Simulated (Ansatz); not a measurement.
`BN(C)BC` + H₂ → `BN(B)C` + CH₄  (hydrogenolysis of a B–C bond)

Isolated molecules relaxed with PBE0-D4/def2-TZVP in Ansatz; ΔE leaves out vibrations. CBS: MP2 limit from def2 TZ/QZ plus the TZ coupled-cluster correction, frozen cores. This one scheme is used for every species. Functionals use def2-TZVPP. B3LYP here is the variant with VWN-RPA as its local correlation; programs differ in this. One conformer a species, not always the lowest.

`BN(C)BC`:

Cartesian coordinates in Å:
```
B 0.621 -0.377 1.947
N 0.217 0.022 0.652
C 0.157 1.442 0.315
B -0.132 -0.963 -0.328
C -0.597 -0.627 -1.780
H 0.908 0.460 2.756
H 0.668 -1.540 2.210
H -0.851 1.731 0.009
H 0.438 2.040 1.182
H 0.838 1.682 -0.505
H -0.064 -2.106 0.022
H -0.010 -1.206 -2.502
H -0.565 0.424 -2.071
H -1.627 -0.982 -1.909
```

H₂:

Z-matrix (Å, degrees):
```
H
H 1 0.746
```

`BN(B)C`:

Cartesian coordinates in Å:
```
B -0.637 -1.362 -0.050
N -0.064 -0.067 -0.116
B -0.077 0.668 -1.332
C 0.551 0.534 1.068
H -0.614 -1.962 0.987
H -1.131 -1.825 -1.032
H 0.416 1.760 -1.357
H -0.577 0.182 -2.299
H 1.602 0.762 0.883
H 0.485 -0.152 1.912
H 0.045 1.464 1.335
```

CH₄:

Z-matrix (Å, degrees):
```
C
H 1 1.090
H 1 1.090 2 109.5
H 1 1.090 2 109.5 3 -120.0
H 1 1.090 2 109.5 3 120.0
```

| level | ΔE (kJ/mol) | difference from CCSD(T)/CBS |
| --- | --- | --- |
| PBE-D4 | -14.8 | 4.9 |
| r2SCAN-D4 | -16.4 | 3.3 |
| PBE0-D4 | -18.1 | 1.6 |
| B3LYP-D4 | -22.5 | -2.8 |
| ωB97X-V | -21.8 | -2.1 |
| ωB97M-V | -19.7 | 0.0 |
| B2PLYP | -26.8 | -7.1 |
| PBE | -20.1 | -0.4 |
| r2SCAN | -18.0 | 1.7 |
| PBE0 | -22.8 | -3.1 |
| B3LYP | -30.9 | -11.2 |
| HF/def2-TZVPP | -45.4 | -25.7 |
| MP2/def2-TZVPP | -18.1 | 1.6 |
| SCS-MP2/def2-TZVPP | -24.8 | -5.1 |
| CCSD/def2-TZVPP | -25.6 | -5.9 |
| CCSD(T)/def2-TZVPP | -21.6 | -1.9 |
| HF/def2-QZVPP | -45.4 | -25.7 |
| MP2/def2-QZVPP | -17.0 | 2.7 |
| SCS-MP2/def2-QZVPP | -23.7 | -4.0 |
| HF/CBS(def2) | -45.4 | -25.7 |
| MP2/CBS(def2) | -16.2 | 3.5 |
| CCSD/CBS(def2) | -23.7 | -4.0 |
| CCSD(T)/CBS | -19.7 | 0 |

Largest T1 diagnostic among the species: 0.011.

The D4 term adds +8.4 kJ/mol with B3LYP and +4.7 kJ/mol with PBE0; it sums over pairs of atoms, weighted by their polarisabilities, and B3LYP, whose exchange is more repulsive, gets the larger term. In def2-TZVPP, CCSD(T) changes the Hartree–Fock value by +23.8 kJ/mol (the triples alone add +4.0 kJ/mol) and MP2 by +27.3 kJ/mol.
